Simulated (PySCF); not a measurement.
**A PySCF run on ZnF⁺**

State: ¹Σ⁺ (singlet), closed shell.

An equivalent input (the run itself took its basis sets from the Basis Set Exchange, started from a PBE0 density and held the occupation σ 9α 9β, πx 4α 4β, πy 4α 4β, δx 1α 1β, δy 1α 1β):

```python
from pyscf import gto, scf, cc
mol = gto.M(atom='Zn 0 0 0; F 0 0 1.715', basis={'Zn': 'def2-TZVPPD', 'F': 'def2-TZVPPD'},
            charge=1, spin=0, verbose=4, symmetry='C2v')
mf = scf.RHF(mol)
mf.irrep_nelec = {'A1': 20, 'A2': 2, 'B1': 8, 'B2': 8}
mf.conv_tol = 1e-9
mf.max_cycle = 60
mf.diis_space = 10
mf.kernel()
mycc = cc.CCSD(mf, frozen=[0, 1, 2, 3, 4, 5, 106])
mycc.run(conv_tol=1e-7, conv_tol_normt=1e-5, max_cycle=80, diis_space=8)
et = mycc.ccsd_t()
```

The SCF ended at -1876.97931442 hartree. The coupled-cluster part of the log:

```
******** <class 'pyscf.cc.ccsd.CCSD'> ********
CC2 = 0
CCSD nocc = 13, nmo = 100
frozen orbitals [0, 1, 2, 3, 4, 5, 106]
max_cycle = 80
direct = 0
conv_tol = 1e-07
conv_tol_normt = 1e-05
diis_space = 8
diis_start_cycle = 0
diis_start_energy_diff = 1e+09
Init t2, MP2 energy = -1878.02674304619  E_corr(MP2) -1.04742862784636
Init E_corr(CCSD) = -1.04742862784676
cycle = 1  E_corr(CCSD) = -0.926518174042677  dE = 0.120910454  norm(t1,t2) = 0.098385
cycle = 2  E_corr(CCSD) = -0.979629126819995  dE = -0.0531109528  norm(t1,t2) = 0.0464642
cycle = 3  E_corr(CCSD) = -0.969252530381208  dE = 0.0103765964  norm(t1,t2) = 0.0390368
cycle = 4  E_corr(CCSD) = -0.967065160655001  dE = 0.00218736973  norm(t1,t2) = 0.0104126
cycle = 5  E_corr(CCSD) = -0.968256724252373  dE = -0.0011915636  norm(t1,t2) = 0.00629779
cycle = 6  E_corr(CCSD) = -0.968918126474933  dE = -0.000661402223  norm(t1,t2) = 0.00185272
cycle = 7  E_corr(CCSD) = -0.968626023900354  dE = 0.000292102575  norm(t1,t2) = 0.000935659
cycle = 8  E_corr(CCSD) = -0.968516165750998  dE = 0.000109858149  norm(t1,t2) = 0.000389846
cycle = 9  E_corr(CCSD) = -0.968564566879445  dE = -4.84011284e-05  norm(t1,t2) = 0.000162693
cycle = 10  E_corr(CCSD) = -0.968597242912892  dE = -3.26760334e-05  norm(t1,t2) = 5.38458e-05
cycle = 11  E_corr(CCSD) = -0.968585385884872  dE = 1.1857028e-05  norm(t1,t2) = 2.02406e-05
cycle = 12  E_corr(CCSD) = -0.968586350023569  dE = -9.64138697e-07  norm(t1,t2) = 7.63588e-06
cycle = 13  E_corr(CCSD) = -0.968586783619151  dE = -4.33595582e-07  norm(t1,t2) = 4.25745e-06
cycle = 14  E_corr(CCSD) = -0.968586107032821  dE = 6.7658633e-07  norm(t1,t2) = 1.80594e-06
cycle = 15  E_corr(CCSD) = -0.968586285290819  dE = -1.78257998e-07  norm(t1,t2) = 8.55204e-07
cycle = 16  E_corr(CCSD) = -0.968586341555824  dE = -5.62650051e-08  norm(t1,t2) = 3.21595e-07
CCSD converged
E(CCSD) = -1877.947900759898  E_corr = -0.968586341555824
CCSD(T) correction = -0.0226813142146417
```

T1 diagnostic 0.020, D1 0.083, 26 electrons correlated, 1 of the virtual orbitals (those above 20 hartree) left out.

Repeating this along the bond gives Re = 1.715 Å and ωe = 719 cm⁻¹.

A point of this curve took 35 CPU seconds beside 0.67 for the integrals, on AMD EPYC 9R45 96-Core (shared host).

Correlated steps freeze 6 core orbitals.
